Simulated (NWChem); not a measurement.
System: C₅H₅F; SMILES C#CCC(=C)F

NWChem input:

```
start job
memory heap 200 mb stack 900 mb global 1100 mb
geometry units angstroms noautosym nocenter noautoz
  C      0.283646    -2.614562     0.483036
  C     -0.002018    -1.589586    -0.092652
  C     -0.352087    -0.355016    -0.789051
  C     -0.112009     0.881846     0.024185
  C     -1.007200     1.802716     0.365542
  F      1.165155     1.007519     0.388492
  H      0.538629    -3.522288     0.997972
  H      0.246793    -0.284576    -1.715525
  H     -1.408851    -0.382250    -1.095691
  H     -0.707528     2.676393     0.946475
  H     -2.050569     1.692429     0.071456
end
basis spherical
  * library 6-31g*
end
dft
  xc m06-2x
  iterations 150
end
cosmo
  dielec 7.6
end
task dft energy
```

Output (shortened):

```
             Northwest Computational Chemistry Package (NWChem) 7.3.0
             --------------------------------------------------------

                             Geometry "geometry" -> ""
                             -------------------------

 Output coordinates in angstroms (scale by  1.889725989 to convert to a.u.)

  No.       Tag          Charge          X              Y              Z
 ---- ---------------- ---------- -------------- -------------- --------------
    1 C                    6.0000     0.28364600    -2.61456200     0.48303600
    2 C                    6.0000    -0.00201800    -1.58958600    -0.09265200
    3 C                    6.0000    -0.35208700    -0.35501600    -0.78905100
    4 C                    6.0000    -0.11200900     0.88184600     0.02418500
    5 C                    6.0000    -1.00720000     1.80271600     0.36554200
    6 F                    9.0000     1.16515500     1.00751900     0.38849200
    7 H                    1.0000     0.53862900    -3.52228800     0.99797200
    8 H                    1.0000     0.24679300    -0.28457600    -1.71552500
    9 H                    1.0000    -1.40885100    -0.38225000    -1.09569100
   10 H                    1.0000    -0.70752800     2.67639300     0.94647500
   11 H                    1.0000    -2.05056900     1.69242900     0.07145600

 Effective nuclear repulsion energy (a.u.)     201.7563990956

                                 NWChem DFT Module
                                 -----------------

 Summary of "ao basis" -> "ao basis" (spherical)
 ------------------------------------------------------------------------------
       Tag                 Description            Shells   Functions and Types
 ---------------- ------------------------------  ------  ---------------------
 C                           6-31g*                  6       14   3s2p1d
 F                           6-31g*                  6       14   3s2p1d
 H                           6-31g*                  2        2   2s

 in cosmo_initialize ...

 solvent parameters
 solvname_short: unkn
 solvname_long:  unknown
 dielec:        7.6000

          ---------------
          -cosmo- solvent
          ---------------
 Cosmo: York-Karplus, doi: 10.1021/jp992097l
 dielectric constant -eps-     =   7.60
 screen = (eps-1)/(eps    )    =   0.86842
 surface charge correction     = lagrangian

   van der Waals surface
 --------------------------

[...]

                                   COSMO solvation results
                                   -----------------------

                 gas phase energy =      -293.149017571397
                 sol phase energy =      -293.155901405964
 (electrostatic) solvation energy =         0.006883834566 (    4.32 kcal/mol)

                       DFT Final Molecular Orbital Analysis
                       ------------------------------------

 Vector   20  Occ=2.000000D+00  E=-3.364746D-01
              MO Center=  7.3D-02, -1.8D+00,  1.3D-01, r^2= 2.3D+00
   Bfn.  Coefficient  Atom+Function         Bfn.  Coefficient  Atom+Function
  ----- ------------  ---------------      ----- ------------  ---------------
     3      0.247245   1 C  px               17      0.243257   2 C  px
    19      0.234145   2 C  pz                5      0.231149   1 C  pz
     4      0.205840   1 C  py               18      0.178378   2 C  py
     7      0.161142   1 C  px               21      0.154052   2 C  px
     9      0.152923   1 C  pz               23      0.141443   2 C  pz

 Vector   21  Occ=2.000000D+00  E=-3.327395D-01
              MO Center=  1.0D-01, -1.9D+00,  1.1D-01, r^2= 2.1D+00
   Bfn.  Coefficient  Atom+Function         Bfn.  Coefficient  Atom+Function
  ----- ------------  ---------------      ----- ------------  ---------------
     3      0.298106   1 C  px               17      0.282915   2 C  px
     5     -0.269265   1 C  pz               19     -0.247474   2 C  pz
     7      0.199971   1 C  px               21      0.188338   2 C  px
     9     -0.168383   1 C  pz               23     -0.140472   2 C  pz
    88     -0.102954   8 H  s                87     -0.101431   8 H  s

 Vector   22  Occ=2.000000D+00  E=-3.155085D-01
              MO Center= -4.5D-01,  1.2D+00,  1.8D-01, r^2= 2.4D+00
   Bfn.  Coefficient  Atom+Function         Bfn.  Coefficient  Atom+Function
  ----- ------------  ---------------      ----- ------------  ---------------
    61      0.337520   5 C  pz               47      0.296048   4 C  pz
    65      0.274583   5 C  pz               60     -0.200049   5 C  py
    22     -0.186269   2 C  py               75     -0.185323   6 F  pz
    46     -0.182700   4 C  py               51      0.170432   4 C  pz
    64     -0.154700   5 C  py               79     -0.155201   6 F  pz

 Vector   23  Occ=0.000000D+00  E= 5.709555D-02
              MO Center= -3.8D-01,  5.9D-01,  7.8D-02, r^2= 4.0D+00
   Bfn.  Coefficient  Atom+Function         Bfn.  Coefficient  Atom+Function
  ----- ------------  ---------------      ----- ------------  ---------------
    65     -0.469072   5 C  pz               51      0.447516   4 C  pz
    47      0.380668   4 C  pz               88      0.361995   8 H  s
    61     -0.285846   5 C  pz               64      0.262366   5 C  py
    50     -0.245007   4 C  py               23      0.241311   2 C  pz
     9     -0.219592   1 C  pz                8     -0.175577   1 C  py

 Vector   24  Occ=0.000000D+00  E= 9.176378D-02
              MO Center= -1.1D-01, -1.5D+00, -5.3D-02, r^2= 3.7D+00
   Bfn.  Coefficient  Atom+Function         Bfn.  Coefficient  Atom+Function
  ----- ------------  ---------------      ----- ------------  ---------------
    90     -0.615650   9 H  s                 7      0.600827   1 C  px
    21     -0.477649   2 C  px               48      0.402489   4 C  s
    17     -0.339304   2 C  px               88      0.339398   8 H  s
    22     -0.334723   2 C  py                3      0.324072   1 C  px
    35     -0.281429   3 C  px               36     -0.259183   3 C  py

[...]
```

Level: M06-2X/6-31G* (spherical d), COSMO on the gas-phase geometry. Structure relaxed at the PBE0/def2-SVP level. COSMO prints the solvation energy as gas minus solution, so a positive value is a stabilisation.
